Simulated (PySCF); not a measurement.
Rubidium: a sound run and one with changed settings

Sound run: Rb⁺ [Kr], Rb²⁺ [Ar] 3d10 4s2 4p5. Calculation: PySCF 2.14, in cc-pVDZ-X2C (6s5p3d, 36 functions); the spin-free X2C one-electron Hamiltonian (Gaussian nucleus). In the sound run the correlated levels freeze [Ar] 3d10 4s2. The sound run starts from symmetry-adapted Hartree-Fock orbitals and uses a fine grid where one is needed.

Changed run: basis STO-3G, all-electron and non-relativistic. This setting is unsound on purpose.

```tsv
species	method	sound run (hartree)	changed run (hartree)	converged
Rb⁺	UHF	-2979.00309	-2907.64744	yes
Rb⁺	TPSS	-2980.74161	-2908.90999	yes
Rb⁺	PBE0	-2980.54948	-2908.78489	yes
Rb⁺	MP2	-2979.01104	-2907.65895	yes
Rb⁺	CCSD(T)	-2979.01183	-2907.66088	yes
Rb²⁺	UHF	-2978.00122	-2906.67963	yes
Rb²⁺	TPSS	-2979.70078	-2907.91030	yes
Rb²⁺	PBE0	-2979.50736	-2907.78359	yes
Rb²⁺	MP2	-2978.00518	-2906.68506	yes
Rb²⁺	CCSD(T)	-2978.00558	-2906.68618	yes
```

Ionisation energy of Rb⁺:

```csv
method,sound run (eV),changed run (eV)
UHF,27.262,26.336
TPSS,28.322,27.203
PBE0,28.357,27.247
MP2,27.371,26.501
SCS-MP2,27.362,26.499
CCSD,27.380,26.521
CCSD(T),27.381,26.523
```

A minimal basis cannot let orbitals breathe on ionisation and holds almost no correlation. The Hamiltonian changed with the basis, so the totals do not compare.

For comparison, NIST gives 27.290 eV between the lowest levels.
